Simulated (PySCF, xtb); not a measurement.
C2H6F2Si, SMILES C[SiH2]C(F)F.

GFN2-xTB (xtb 6.7.1) at its own geometry gives an orbital gap of 5.78 eV and a dipole moment of 3.08 D.

Coordinates come from a B3LYP-D3(BJ)/def2-SVP optimisation. One conformer was computed; it need not be the lowest.

Q: What does PySCF with B3LYP/def2-TZVP give? (An estimate is asked for; the answer gives what the named calculation found.)

A: gap 8.49 eV (levels -8.28 and 0.21 eV), dipole 1.62 D.
